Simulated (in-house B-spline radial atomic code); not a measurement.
Excitations of the tantalum ion Ta⁵⁺ by several methods

Full response, energies in eV; labels give the largest channel, * marks a mixed state, a dash one above the method's threshold, and an imaginary frequency an unstable closed-shell reference. Computed with an all-electron radial atomic-structure program (B-spline basis): linear response of the closed shell [Xe] 4f14 with each method's own kernel (bare exchange for TDHF, static screening on G0W0 levels for BSE, the adiabatic kernel for functionals); scalar-relativistic (spin-free one-electron X2C), finite nucleus, no spin-orbit coupling, no double excitations, S, P, D and F terms only; shells from n = 3 respond. Only terms of natural parity with L up to 3 were computed.

Spin-orbit coupling is strong here, so these LS terms don't match observed levels.

| method | 4f → 5d 3P | 4f → 5d 3F | 4f → 5d 1F | α (bohr³) |
| --- | --- | --- | --- | --- |
| TDHF | 31.15 | 32.93 | 33.88 | 2.496 |
| BSE on G0W0@HF | 29.241 | 30.52 | 31.23 | 2.45 |
| LDA VWN5 | 27.716 | 28.054 | 28.637 | 2.523 |
| PBE | 27.493 | 27.840 | 28.488 | 2.538 |
| PBE0 | 28.552 | 29.237 | 29.936 | 2.52 |
| B3LYP (VWN-RPA) | 28.173 | 28.762 | 29.423 | 2.526 |
| CAM-B3LYP | 28.022 | 28.607 | 29.264 | 2.528 |
| LC-wPBE | 27.295 | 27.680 | 28.344 | 2.542 |
| wB97X | 28.316 | 28.898 | 29.562 | 2.532 |
| HSE06 | 28.499 | 29.186 | 29.886 | 2.526 |
| BHandHLYP | 29.336 | 30.35 | 31.08 | 2.51 |
| BLYP | 27.245 | 27.570 | 28.202 | 2.543 |
| PBEsol | ? | ? | ? | ? |
| BP86 | 27.645 | 27.976 | 28.625 | 2.533 |
| LDA exchange-only | 27.088 | 27.496 | 28.129 | 2.547 |
| B97-1 | 28.434 | 29.057 | 29.714 | 2.523 |
| RPBE | ? | ? | ? | ? |
| OLYP | 28.021 | 28.430 | 29.081 | 2.514 |

Question: What does PBEsol give?

Answer: 4f → 5d 3P: 27.604; 4f → 5d 3F: 27.959; 4f → 5d 1F: 28.596; α: 2.531 (eV, bohr³).

Question: What does RPBE give?

Answer: 4f → 5d 3P: 27.464; 4f → 5d 3F: 27.814; 4f → 5d 1F: 28.469; α: 2.541 (eV, bohr³).
